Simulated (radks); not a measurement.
The samarium ion Sm10+, 52 electrons, occupied as [Kr] 4d10 4f4 5s2 (the NIST ground configuration). Method: scalar-relativistic Kohn-Sham, PBEsol, spin-polarised, spherical densities, finite nucleus; open shells are filled with parallel spins first (spin-orbit coupling, left out, can overturn this in heavy ions); Fermi nuclear charge, rms radius 5.0819 fm; computed with a radial shooting solver on a logarithmic mesh with Libxc functionals.

Normalised radial functions P(r) = r R(r), r in bohr:

r,4p up,4f up
0.001585,0.0051,0.0000
0.002081,0.0082,0.0000
0.002709,0.0129,0.0000
0.003556,0.0205,0.0000
0.00463,0.0321,0.0000
0.006078,0.0506,0.0000
0.007914,0.0779,0.0000
0.01039,0.1196,0.0000
0.01363,0.1796,0.0001
0.01775,0.2586,0.0002
0.0233,0.3602,0.0006
0.03035,0.4683,0.0016
0.03983,0.5609,0.0041
0.05228,0.5827,0.0101
0.06808,0.4706,0.0235
0.08936,0.1671,0.0529
0.1164,-0.2808,0.1093
0.1527,-0.7249,0.2138
0.2005,-0.8480,0.3816
0.261,-0.4325,0.6054
0.3426,0.4413,0.8644
0.4461,1.2396,1.0733
0.5856,1.4884,1.1570
0.7625,1.1314,1.0686
1.001,0.5626,0.8294
1.314,0.1762,0.5190
1.711,0.0333,0.2485
2.245,0.0030,0.0785
2.924,0.0001,0.0152
3.838,0.0000,0.0014

4p up: eigenvalue -409.97 eV, 2 radial nodes at r = 0.0993, 0.302 bohr, <r> = 0.608 bohr, 90 % of the charge inside 0.882 bohr. 4f up: eigenvalue -158.94 eV, 0 radial nodes, <r> = 0.764 bohr, 90 % of the charge inside 1.22 bohr.
